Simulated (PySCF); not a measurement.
Dipole moment and polarisability of `[SiH3]Oc1cncnn1`

Species: C3H5N3OSi.
Geometry (GFN2-xTB, Å), atoms numbered from 1 in this order:
```
atom  x, y, z in Å
Si1   -2.321    0.888   -0.358
O2    -1.156   -0.249   -0.710
C3     0.018   -0.274   -0.125
C4     0.986   -1.252   -0.444
N5     2.148   -1.242    0.162
C6     2.328   -0.273    1.064
N7     1.450    0.648    1.382
N8     0.289    0.649    0.787
H9    -1.806    2.212   -0.682
H10   -3.325    0.391   -1.289
H11   -2.693    0.767    1.046
H12    0.797   -2.020   -1.182
H13    3.279   -0.246    1.575
```

Level: wB97X-D/def2-SVPD (PySCF), static field, nuclei fixed, core orbitals frozen in the response. The polarisability tensor in these axes (au):

```
x   101.49 -10.26  14.85
y   -10.26  73.16   9.10
z    14.85   9.10  71.20
```

Problem. Give the principal values, the mean and the anisotropy Δα = √{½[(α1 − α2)² + (α2 − α3)² + (α1 − α3)²]}.

Solution. Principal values 55.96, 81.19 and 108.70 au; mean 81.95 au = 12.14 Å³ = 13.51 × 10⁻⁴⁰ C²·m²/J; Δα = 45.69 au (56 % of the mean).

Problem. What is the dipole moment, and where does it point?

Solution. (-1.16, -0.74, -1.21) D, 1.84 D in size, pointing from the negative to the positive side. Measured along this direction, the outermost atoms are H13 at the negative end and H10 at the positive end.

Problem. Give the principal axes and the span of the nuclei along them.

Solution. Largest value along (0.93, -0.19, 0.32), where the nuclei span 7.17 Å; middle along (-0.06, 0.78, 0.62), 3.77 Å; least along (-0.37, -0.60, 0.71), 2.42 Å. The response follows the extents in order.

Problem. What are the principal values of the traceless quadrupole moment, Θ = ½Σq(3rr − r²1), about the centre of nuclear charge?

Solution. -5.61, 0.70, 4.91 D·Å. The values depend on the origin, since the dipole doesn't vanish. The electronic extent ⟨r²⟩ about the same centre is 1160 bohr², a root-mean-square distance of 2.22 Å for the 66 electrons.

Problem. Form Σ f/ω² (atomic units) for the 8 lowest TDDFT singlets, given as eV and f, and set it beside the mean polarisability, which is this sum over all singlets: 3.31, 0.0047; 4.48, 0.0000; 5.15, 0.0738; 5.62, 0.0002; 6.41, 0.0000; 6.43, 0.2028; 6.89, 0.0014; 7.06, 0.0490.

Solution. They add up to 6.76 au, 8.3 % of the 81.95 au; the largest single term is 3.63 au, from the state at 6.43 eV. Terms in order: 0.32, 0.00, 2.06, 0.00, 0.00, 3.63, 0.02, 0.73 au. Higher excitations give the rest. The strengths listed sum to 0.332.

Problem. Rayleigh depolarisation ratio (linearly polarised light, static tensor)?

Solution. ρ = 3Δα²/(45ᾱ² + 4Δα²) = 6262.3/(302206 + 8349.7) = 0.0202.

Problem. Refractivity n − 1 of an ideal gas of it at 400 K and 1 atm, from the electronic α?

Solution. N = p/kT = 1.8347 × 10¹⁹ cm⁻³, so n − 1 = 2π × N × 12.14 × 10⁻²⁴ cm³ = 1400 × 10⁻⁶ at long wavelengths, for an ideal gas.

Geometry: GFN2-xTB, one conformer, isolated molecule.

These values come from a run that also computed excited states. Hardware: an Arm Neoverse N1 with one thread, no GPU, shared host. Cost: 74 s wall, 0.88 GiB resident at most.
